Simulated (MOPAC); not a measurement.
MOPAC input (PM6):

```
PM6 1SCF UHF MS=0.5 GEO-OK AUX(PRECISION=9) THREADS=1
H5Sn

Sn   -0.00000000 1   -0.00000000 1   -0.00000000 1
H     0.01230000 1    0.01135700 1    1.87957200 1
H    -0.01230000 1   -0.01135700 1   -1.87957200 1
H     1.77645100 1   -0.00682900 1   -0.01158400 1
H    -0.88237200 1    1.54187100 1   -0.00354200 1
H    -0.89407900 1   -1.53504200 1    0.01512600 1
```

From the output:

```
                                                       MOPAC v23.2.5 Linux

          FINAL HEAT OF FORMATION =        118.40661 KCAL/MOL =     495.41324 KJ/MOL

          COSMO AREA              =         88.40 SQUARE ANGSTROMS
          COSMO VOLUME            =         74.99 CUBIC ANGSTROMS

          IONIZATION POTENTIAL    =          8.192791 EV
          ALPHA SOMO LUMO (EV)    =         -8.193  1.294
          BETA  SOMO LUMO (EV)    =         -9.938  0.474
          NO. OF ALPHA ELECTRONS  =          5
          NO. OF BETA  ELECTRONS  =          4
          MOLECULAR WEIGHT        =        123.7295         POINT GROUP:  D3h

          MOLECULAR DIMENSIONS (Angstroms)

            Atom       Atom       Distance
            H     3    H     2     3.75929
            H     6    H     4     3.07699
            H     4    H     5     2.66475

          SCF CALCULATIONS        =          1

   ATOM   CHEMICAL          X               Y               Z
  NUMBER   SYMBOL      (ANGSTROMS)     (ANGSTROMS)     (ANGSTROMS)

     1      Sn         -0.00000000  *  -0.00000000  *  -0.00000000  *
     2       H          0.01230000  *   0.01135700  *   1.87957200  *
     3       H         -0.01230000  *  -0.01135700  *  -1.87957200  *
     4       H          1.77645100  *  -0.00682900  *  -0.01158400  *
     5       H         -0.88237200  *   1.54187100  *  -0.00354200  *
     6       H         -0.89407900  *  -1.53504200  *   0.01512600  *

                             CARTESIAN COORDINATES

   1   Sn       -0.000000000    -0.000000000    -0.000000000
   2    H        0.012300000     0.011357000     1.879572000
   3    H       -0.012300000    -0.011357000    -1.879572000
   4    H        1.776451000    -0.006829000    -0.011584000
   5    H       -0.882372000     1.541871000    -0.003542000
   6    H       -0.894079000    -1.535042000     0.015126000

           Empirical Formula: H5 Sn  =     6 atoms

      MOLECULAR POINT GROUP   :   D3h

          ALPHA EIGENVALUES
 -18.47086 -12.69148 -11.63462 -11.63462  -8.19279   1.29400   2.95171   3.61727
   3.61727

           BETA EIGENVALUES
 -18.03945 -11.06813 -11.06813  -9.93759   0.47444   2.86357   3.95637   3.95637
   5.33666

              NET ATOMIC CHARGES AND DIPOLE CONTRIBUTIONS

  ATOM NO.   TYPE          CHARGE      No. of ELECS.   s-Pop       p-Pop
    1         Sn          -0.072682        4.0727     1.37585     2.69683
    2          H          -0.035804        1.0358     1.03580
    3          H          -0.035804        1.0358     1.03580
    4          H           0.048097        0.9519     0.95190
    5          H           0.048097        0.9519     0.95190
    6          H           0.048097        0.9519     0.95190
 DIPOLE           X         Y         Z       TOTAL
 POINT-CHG.    -0.000    -0.000     0.000     0.000
 HYBRID         0.000     0.000    -0.000     0.000
 SUM           -0.000    -0.000     0.000     0.000

          ATOMIC ORBITAL ELECTRON POPULATIONS

     Atom    s        px        py        pz
    1 Sn   1.37585   0.89318   0.89318   0.91048
    2  H   1.03580
    3  H   1.03580
    4  H   0.95190
    5  H   0.95190
    6  H   0.95190

                    (SZ)    =    0.500000
                    (S**2)  =    0.853955

          ATOMIC ORBITAL SPIN POPULATIONS

    Atom   Total    s     px     py     pz
         Atomic
    1 Sn -0.4981 -0.059 -0.071 -0.071 -0.297
    2  H  0.5656  0.566
    3  H  0.5656  0.566
    4  H  0.1223  0.122
    5  H  0.1223  0.122
    6  H  0.1223  0.122

 **********************
 *                    *
 * JOB ENDED NORMALLY *
 *                    *
 **********************

 == MOPAC DONE ==
```

The geometry given is a B3LYP-D3(BJ)/def2-TZVP minimum of the species of charge -1 and multiplicity 1, not of this state.

The determinant is spin-contaminated: <S^2> is 0.85 against 0.75 for a pure state.
